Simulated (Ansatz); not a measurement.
ClCrH$_{2}$NO$_{2}$ (`[NH2][Cr](=[O])(=[O])[Cl]`), relaxed with RKS PBE0-D4/def2-TZVP in the Gaussian-basis code of Ansatz from a GFN2-xTB geometry. The force threshold is 0.005 eV/Å; the program also tests the step.

Charge 0, multiplicity 1.

Start:

```xyz
7

N     0.293   -0.910   -0.490
Cr   -0.251    0.657    0.216
O     0.576    1.763   -0.482
O    -1.796    0.654    0.156
Cl    0.292    0.629    2.186
H     1.172   -1.053   -0.984
H    -0.286   -1.740   -0.602
```

How much energy does the relaxation release, and in how many steps? (Best estimate.)

Computed: 20.91 kJ/mol, in 5 steps.

Which bonds change most? (An estimate is asked.)

Computed: Cr2–Cl5 from 2.043 to 2.137 Å; N1–Cr2 from 1.803 to 1.773 Å; N1–H6 from 1.019 to 1.010 Å; N1–H7 from 1.018 to 1.010 Å.

Give the relaxed structure. (Best estimate.)

Ansatz gave: 
```xyz
7

N     0.307   -0.936   -0.492
Cr   -0.221    0.598    0.223
O     0.502    1.750   -0.509
O    -1.757    0.692    0.095
Cl    0.310    0.647    2.292
H     1.173   -1.027   -1.004
H    -0.314   -1.724   -0.606
```
